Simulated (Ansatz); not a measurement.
`[GaH2][C]1=NC1` + H₂O → `[OH][GaH2]` + `C1=NC1` at 298.15 K and 1 bar (formal hydrolysis of a Ga–C bond).

Computed with Ansatz on PBE0-D4/def2-TZVP structures; ΔE is electronic, products minus reactants. CCSD(T)/CBS is the MP2 limit (def2-TZVPP, def2-QZVPP) plus CCSD(T) − MP2 in def2-TZVPP, frozen cores. This one scheme is used for every species. For Ga outer-core shells are correlated without core-valence functions, which leaves a few kJ/mol of doubt a bond. Scalar relativity is left out up to krypton.

| species | CCSD(T)/CBS energy (Eh) | H − E (kJ/mol) | S (J/(mol·K)) |
| --- | --- | --- | --- |
| `[GaH2][C]1=NC1` | -2057.05169 | 145.6 | 319.9 |
| H₂O | -76.37941 | 66.4 | 188.7 |
| `[OH][GaH2]` | -2000.92981 | 82.7 | 263.1 |
| `C1=NC1` | -132.51911 | 129.6 | 245.4 |

H − E and S are ideal-gas, rigid-rotor, harmonic terms from PBE0-D4/def2-TZVP. 1 Eh = 2625.50 kJ/mol, R = 8.31446 J/(mol·K).

Question: By hand: ΔE, ΔH, ΔS and ΔG.

Answer: ΔE = (-2000.92981) + (-132.51911) − (-2057.05169) − (-76.37941) = -0.01782 Eh = -46.8 kJ/mol. Δ(H − E) = 82.7 + 129.6 − 145.6 − 66.4 = 0.3, so ΔH = -46.5 kJ/mol. ΔS = 263.1 + 245.4 − 319.9 − 188.7 = -0.1 J/(mol·K). ΔG = -46.5 − 298.15 × (-0.1)/1000 = -46.5 kJ/mol.

Question: By hand: the equilibrium constant, and the temperature at which ΔG would vanish if ΔH and ΔS stayed fixed.

Answer: log₁₀ K = −ΔG/(RT ln 10) = 8.1. ΔG = 0 at ΔH/ΔS = 465000 K, far beyond where these terms or the molecules hold.

The number of gas molecules stays the same, so ΔS is small and ΔH decides. A doubt of 5 kJ/mol in ΔE shifts log₁₀ K by 0.9 here. These are equilibria of isolated gas molecules and say nothing of rates. Largest T1 diagnostic: 0.015 (customary marks: 0.02 for closed shells, 0.045 for open ones).
